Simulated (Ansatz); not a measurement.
Ansatz (a quantum-chemistry and plane-wave program) input (PBE/STO-3G):

Ansatz 0.2 input:
```yaml
crystal:
  periodic: [false, false, false]
  atoms:
    - {symbol: Sn, position_ang: [-0.02797400, -0.02575400, 0.03654900]}
    - {symbol: O, position_ang: [1.39170400, 0.33420300, -1.15405800]}
    - {symbol: O, position_ang: [-1.48279100, -0.13502900, 1.07455000]}
    - {symbol: H, position_ang: [2.12739800, -0.30571300, -1.19137700]}
basis:
  gaussian:
    orbitals: STO-3G
hamiltonian:
  xc: {name: PBE}
total_charge: 1
output: {forces: true}
```

Output:

```
Functional definition: PBE
integrals: 0.01 GiB planned
522 factors; integrals over basis functions are off by at most 3.4e-5 eV
mean field: 0.07 GiB planned
mean field evaluation 1: about -166330.7749 eV, gradient 6.2e1 eV
mean field evaluation 2: about -166166.6007 eV, gradient 1.6e2 eV
mean field evaluation 4: about -166344.6572 eV, gradient 5.0e1 eV
mean field evaluation 8: about -166347.6875 eV, gradient 3.5e1 eV
mean field evaluation 16: about -166350.6962 eV, gradient 5.9e-6 eV
mean field -166350.69620372 eV, -6113.2753289350 hartree, gradient 5.9e-6 eV, S^2 0.000000; 0 other end points of the search recorded, 0 dependent functions left out
the calculation of the forces begins
reference -166350.69622024 eV, -6113.2753295421 hartree; 33, 33 occupied and 5, 5 virtual orbitals, 522 factors
Total energy: -166350.69622024 eV, -6113.2753295421 hartree
Atom 0 at    -0.027974    -0.025754     0.036549 Å, force    -0.289275    -0.323995     0.418404 eV/Å
Atom 1 at     1.391704     0.334203    -1.154058 Å, force    -2.370786     2.350224    -0.081800 eV/Å
Atom 2 at    -1.482791    -0.135029     1.074550 Å, force     0.496796     0.133667    -0.422040 eV/Å
Atom 3 at     2.127398    -0.305713    -1.191377 Å, force     2.163265    -2.159896     0.085436 eV/Å
Dipole moment:     0.500952    -0.165015    -0.215293 e Å
```

The dipole moment of an ion depends on the origin.

The geometry given is a B3LYP-D3(BJ)/def2-TZVP minimum.
